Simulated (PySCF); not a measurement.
**Static response to an electric field**

C3H10OSi3.
SMILES with atom numbers: `[O:1]=[CH:2][C@@H:3]1[CH2:4][SiH2:5][SiH2:6][SiH2:7]1` (hydrogens: H8 on C2; H9 on C3; H10, H11 on C4; H12, H13 on Si5; H14, H15 on Si6; H16, H17 on Si7)

Geometry (GFN2-xTB, Å), atoms numbered from 1 in this order:
```xyz
17
C3H10OSi3 angstrom
O      1.1065   -0.3782   -1.6310
C      1.6129    0.2861   -0.7428
C      1.1029    0.3158    0.6098
C      0.4618   -1.0117    0.9900
Si    -0.7507   -1.6371   -0.3637
Si    -1.7449    0.4060   -0.8709
Si    -0.2980    1.6959    0.4199
H      2.4480    0.9688   -0.9777
H      1.8489    0.6576    1.3262
H      1.2495   -1.7488    1.1617
H     -0.0681   -0.9013    1.9382
H     -1.6998   -2.4935    0.3939
H     -0.1729   -2.5395   -1.3520
H     -1.7746    0.8729   -2.2617
H     -3.1297    0.6084   -0.4104
H     -0.5980    2.0141    1.8236
H      0.3991    2.8967   -0.0631
```

Level: B3LYP/def2-SVPD (PySCF), static field, nuclei fixed, core orbitals frozen in the response. The polarisability tensor in these axes (au):

```
x   120.33   3.19   5.53
y     3.19 130.85   5.59
z     5.53   5.59 109.56
```

Q: Give the principal values, the mean and the anisotropy Δα = √{½[(α1 − α2)² + (α2 − α3)² + (α1 − α3)²]}.

A: Principal values 106.55, 120.41 and 133.78 au; mean 120.25 au = 17.82 Å³ = 19.83 × 10⁻⁴⁰ C²·m²/J; Δα = 23.58 au (20 % of the mean).

Q: What is the dipole moment, and where does it point?

A: (1.14, 1.37, 1.78) D, 2.52 D in size, pointing from the negative to the positive side. Measured along this direction, the outermost atoms are H13 at the negative end and H9 and H16 at the positive end.

Q: What would n − 1 = 2πNα be for an ideal gas of these molecules at 500 K and 1 atm, electronic part alone?

A: N = p/kT = 1.4678 × 10¹⁹ cm⁻³, so n − 1 = 2π × N × 17.82 × 10⁻²⁴ cm³ = 1643 × 10⁻⁶ at long wavelengths, for an ideal gas.

Q: In a dilute gas of rigid molecules at 273 K, how does the orientational term μ²/3kT compare with the electronic polarisability?

A: In Gaussian units μ²/3kT = 56.03 Å³ against 17.82 Å³, a ratio of 3.14; the Debye molar polarisation (4π/3)N_A(α + μ²/3kT) is 186.3 cm³/mol, leaving out the vibrational part.

Q: Form Σ f/ω² (atomic units) for the 8 lowest TDDFT singlets, given as eV and f, and set it beside the mean polarisability, which is this sum over all singlets: 4.28, 0.0019; 5.27, 0.0236; 5.61, 0.0067; 5.97, 0.0023; 6.01, 0.0040; 6.11, 0.0906; 6.23, 0.0353; 6.31, 0.0266.

A: They add up to 3.97 au, 3.3 % of the 120.25 au; the largest single term is 1.80 au, from the state at 6.11 eV. Terms in order: 0.08, 0.63, 0.16, 0.05, 0.08, 1.80, 0.68, 0.49 au. Higher excitations give the rest. The strengths listed sum to 0.191.

Q: What are the principal values of the traceless quadrupole moment, Θ = ½Σq(3rr − r²1), about the centre of nuclear charge?

A: -5.88, -0.73, 6.61 D·Å. The values depend on the origin, since the dipole doesn't vanish. The electronic extent ⟨r²⟩ about the same centre is 1199 bohr², a root-mean-square distance of 2.07 Å for the 78 electrons.

The structure is a single GFN2-xTB conformer in the gas phase; no vibrational or solvent corrections.
